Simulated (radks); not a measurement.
Tb3+, configuration [Xe] 4f8.

All-electron calculation, scalar-relativistic Kohn-Sham, SCAN, spin-polarised, spherical densities, finite nucleus; open shells are filled with parallel spins first (spin-orbit coupling, left out, can overturn this in heavy ions); meta-GGA in the generalised Kohn-Sham scheme; Fermi nuclear charge, rms radius 5.06 fm. Program: a radial shooting solver on a logarithmic mesh with Libxc functionals.

Energy parts (eV):
part                      energy
total                 -318606.75
kinetic                342890.39
electron-nucleus      -776630.09
Hartree                122109.14
exchange-correlation    -6976.20

Orbitals (lengths in bohr, moments of r in powers of bohr; r(90%) holds 90 % of the orbital's charge):
| orbital | occ. | eigenvalue (eV) | <r^2> | r(90%) | <r^4> |
|---|---|---|---|---|---|
| 1s up | 1 | -51958.96 | 0.0006317 | 0.0389 | 1.064e-06 |
| 1s down | 1 | -51958.96 | 0.0006317 | 0.0389 | 1.064e-06 |
| 2s up | 1 | -8662.179 | 0.009880 | 0.142 | 0.0001681 |
| 2s down | 1 | -8662.070 | 0.009880 | 0.142 | 0.0001681 |
| 2p up | 3 | -7696.450 | 0.007988 | 0.132 | 0.0001263 |
| 2p down | 3 | -7696.372 | 0.007988 | 0.132 | 0.0001263 |
| 3s up | 1 | -1957.458 | 0.06534 | 0.351 | 0.006447 |
| 3s down | 1 | -1954.585 | 0.06520 | 0.350 | 0.006419 |
| 3p up | 3 | -1657.527 | 0.06568 | 0.356 | 0.006794 |
| 3p down | 3 | -1654.563 | 0.06551 | 0.356 | 0.006758 |
| 3d up | 5 | -1266.669 | 0.05523 | 0.338 | 0.005430 |
| 3d down | 5 | -1264.260 | 0.05503 | 0.337 | 0.005389 |
| 4s up | 1 | -420.2390 | 0.3296 | 0.775 | 0.1576 |
| 4s down | 1 | -413.6973 | 0.3303 | 0.776 | 0.1586 |
| 4p up | 3 | -320.8525 | 0.3721 | 0.831 | 0.2066 |
| 4p down | 3 | -314.3152 | 0.3734 | 0.833 | 0.2088 |
| 4d up | 5 | -184.1813 | 0.4470 | 0.932 | 0.3241 |
| 4d down | 5 | -177.5349 | 0.4509 | 0.937 | 0.3330 |
| 4f up | 7 | -36.4331 | 0.8498 | 1.38 | 1.816 |
| 4f down | 1 | -30.0729 | 0.9561 | 1.48 | 2.499 |
| 5s up | 1 | -78.1770 | 1.868 | 1.85 | 5.121 |
| 5s down | 1 | -76.2854 | 1.949 | 1.90 | 5.579 |
| 5p up | 3 | -53.8210 | 2.511 | 2.17 | 9.514 |
| 5p down | 3 | -52.3738 | 2.598 | 2.21 | 10.18 |

The highest occupied level is 4f down at -30.073 eV. Summed over all electrons, <r^2> = 34.58 bohr^2, which gives a Langevin (diamagnetic) susceptibility term of -27.4 x 10^-6 cm^3/mol. The electron density at the nucleus is 7.2e+05 e/bohr^3 (large components only). The density falls to 0.001 e/bohr^3 at r = 3.20 bohr. For comparison, the ionisation energy in NIST's Atomic Spectra Database is 39.33 eV (semi-empirical). In exact Kohn-Sham theory the highest level is minus the ionisation energy, but local and semilocal functionals leave it too shallow, through self-interaction and a potential that decays too fast; potentials with the right tail come closer. The spin density at the nucleus is 5.32 e/bohr^3 (1s 0.04, 2s -1.57, 3s -21.95, 4s 7.67, 5s 21.12). Spin moment in Bohr magnetons: 6.

Empty levels of this run are not shown, since the potential may be unsettled where no density lies.
